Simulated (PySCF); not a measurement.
C₂H₆In (SMILES [CH3][In][CH3]), doublet, at a GFN2-xTB geometry (such geometries of metal compounds can be far from the true shape) (the spin is typed, not shown lowest) (core potentials on In); R2SCAN/def2-SVP (PySCF).

The PySCF input:
```python
from pyscf import gto, scf, dft

mol = gto.M(
    atom='''
In    0.22209102    0.00252529    0.26012453
C     0.99515327    0.27581596   -1.99153319
H     1.69127446   -0.51623116   -2.25950421
H     1.47249947    1.24515471   -2.11914099
H     0.10558994    0.21511946   -2.61559874
C    -2.11912037   -0.28868504    0.67609886
H    -2.43430131   -1.17463738    0.12790984
H    -2.62698284    0.58874743    0.27981532
H    -2.34673709   -0.40467801    1.73302269
''',
    basis='def2-svp',
    ecp={'In': 'def2-svp'},
    spin=1,
    verbose=4,
)

mf = dft.UKS(mol)
mf.xc = 'r2scan'
mf.kernel()
mf.analyze()
```

What the program printed (banner, timings and long lists left out):

```
PySCF version 2.14.0

[INPUT] verbose = 4
[INPUT] num. atoms = 9
[INPUT] num. electrons = 39
[INPUT] charge = 0
[INPUT] spin (= nelec alpha-beta = 2S) = 1
[INPUT] symmetry False subgroup None
[INPUT] Mole.unit = angstrom
[INPUT] Symbol           X                Y                Z      unit          X                Y                Z       unit  Magmom
[...]
nuclear repulsion = 107.470062810832
number of shells = 40
number of NR pGTOs = 151
number of NR cGTOs = 84
basis = def2-svp
ecp = {'In': 'def2-svp'}

******** <class 'pyscf.dft.uks.UKS'> ********
method = UKS
initial guess = minao
damping factor = 0
level_shift factor = 0
DIIS = <class 'pyscf.scf.diis.CDIIS'>
diis_start_cycle = 1
diis_space = 8
diis_damp = 0
SCF conv_tol = 1e-09
SCF conv_tol_grad = None
SCF max_cycles = 50
direct_scf = True
direct_scf_tol = 1e-13
number electrons alpha = 20  beta = 19
XC library pyscf.dft.libxc version 7.1.2
    S. Lehtola, C. Steigemann, M. J. T. Oliveira, and M. A. L. Marques,  SoftwareX 7, 1–5 (2018)
XC functionals = r2scan
    J. W. Furness, A. D. Kaplan, J. Ning, J. P. Perdew, and J. Sun,  J. Phys. Chem. Lett. 11, 8208–8215 (2020)
    J. W. Furness, A. D. Kaplan, J. Ning, J. P. Perdew, and J. Sun,  J. Phys. Chem. Lett. 11, 9248–9248 (2020)
    J. W. Furness, A. D. Kaplan, J. Ning, J. P. Perdew, and J. Sun,  J. Phys. Chem. Lett. 11, 8208–8215 (2020)
    J. W. Furness, A. D. Kaplan, J. Ning, J. P. Perdew, and J. Sun,  J. Phys. Chem. Lett. 11, 9248–9248 (2020)
radial grids:
    Treutler-Ahlrichs [JCP 102, 346 (1995); DOI:10.1063/1.469408] (M4) radial grids

becke partition: Becke, JCP 88, 2547 (1988); DOI:10.1063/1.454033
pruning grids: <function nwchem_prune>
grids dens level: 3
symmetrized grids: False
atomic radii adjust function: <function treutler_atomic_radii_adjust>
small_rho_cutoff = 0
Set gradient conv threshold to 3.16228e-05
tot grids = 108960
init E= -248.569274400667

cycle= 1 E= -268.94288118809  delta_E= -20.4  |g|= 1.37  |ddm|= 8.85
cycle= 2 E= -268.307020891897  delta_E= 0.636  |g|= 2.02  |ddm|=  4.7
cycle= 3 E= -269.844769706671  delta_E= -1.54  |g|= 0.138  |ddm|= 2.53
cycle= 4 E= -269.844981137694  delta_E= -0.000211  |g|= 0.137  |ddm|= 0.254
cycle= 5 E= -269.854732972037  delta_E= -0.00975  |g|= 0.0336  |ddm|= 0.171
cycle= 6 E= -269.855630245859  delta_E= -0.000897  |g|= 0.00295  |ddm|= 0.0539
cycle= 7 E= -269.855644895837  delta_E= -1.46e-05  |g|= 0.00177  |ddm|= 0.00934
[...]
converged SCF energy = -269.855648964203  <S^2> = 0.75808045  2S+1 = 2.0080642
Total Energy =                        -269.855648964202885
[...]
spin_pop of  0 In 4dxy     -0.00304
spin_pop of  0 In 4dyz     -0.00408
spin_pop of  0 In 4dz^2     0.00494
spin_pop of  0 In 4dxz      0.00293
spin_pop of  0 In 4dx2-y2    0.00001
spin_pop of  0 In 5dxy      0.00328
spin_pop of  0 In 5dyz      0.00431
spin_pop of  0 In 5dz^2     0.00293
spin_pop of  0 In 5dxz      0.00377
spin_pop of  0 In 5dx2-y2    0.00009
spin_pop of  1 C 1s       -0.00000
spin_pop of  1 C 2s        0.03700
spin_pop of  1 C 3s        0.00370
spin_pop of  1 C 2px       0.02127
spin_pop of  1 C 2py       0.00989
spin_pop of  1 C 2pz       0.19726
spin_pop of  1 C 3px       0.00807
spin_pop of  1 C 3py       0.00008
spin_pop of  1 C 3pz       0.00424
spin_pop of  1 C 3dxy      0.00001
spin_pop of  1 C 3dyz     -0.00007
spin_pop of  1 C 3dz^2    -0.00012
spin_pop of  1 C 3dxz      0.00006
spin_pop of  1 C 3dx2-y2    0.00006
spin_pop of  2 H 1s       -0.00739
spin_pop of  2 H 2s       -0.00003
spin_pop of  2 H 2px      -0.00001
spin_pop of  2 H 2py       0.00007
spin_pop of  2 H 2pz       0.00002
spin_pop of  3 H 1s       -0.00733
spin_pop of  3 H 2s       -0.00002
spin_pop of  3 H 2px       0.00000
spin_pop of  3 H 2py       0.00006
spin_pop of  3 H 2pz       0.00002
spin_pop of  4 H 1s       -0.00152
spin_pop of  4 H 2s        0.00162
spin_pop of  4 H 2px       0.00013
spin_pop of  4 H 2py      -0.00000
spin_pop of  4 H 2pz      -0.00002
spin_pop of  5 C 1s       -0.00000
spin_pop of  5 C 2s        0.03813
spin_pop of  5 C 3s        0.00353
spin_pop of  5 C 2px       0.21349
spin_pop of  5 C 2py       0.00850
spin_pop of  5 C 2pz       0.01121
spin_pop of  5 C 3px       0.00683
spin_pop of  5 C 3py       0.00022
spin_pop of  5 C 3pz       0.00535
spin_pop of  5 C 3dxy     -0.00011
spin_pop of  5 C 3dyz      0.00002
spin_pop of  5 C 3dz^2    -0.00000
spin_pop of  5 C 3dxz      0.00010
spin_pop of  5 C 3dx2-y2   -0.00006
spin_pop of  6 H 1s       -0.00372
spin_pop of  6 H 2s        0.00085
spin_pop of  6 H 2px       0.00004
spin_pop of  6 H 2py       0.00002
spin_pop of  6 H 2pz       0.00001
spin_pop of  7 H 1s       -0.00367
spin_pop of  7 H 2s        0.00081
spin_pop of  7 H 2px       0.00001
spin_pop of  7 H 2py       0.00005
spin_pop of  7 H 2pz       0.00001
spin_pop of  8 H 1s       -0.00845
spin_pop of  8 H 2s       -0.00003
spin_pop of  8 H 2px       0.00001
spin_pop of  8 H 2py      -0.00000
spin_pop of  8 H 2pz       0.00009
In total            20.00000 | 19.00000
Dipole moment(X, Y, Z, Debye): -0.02006, -0.00017, -0.02494
```
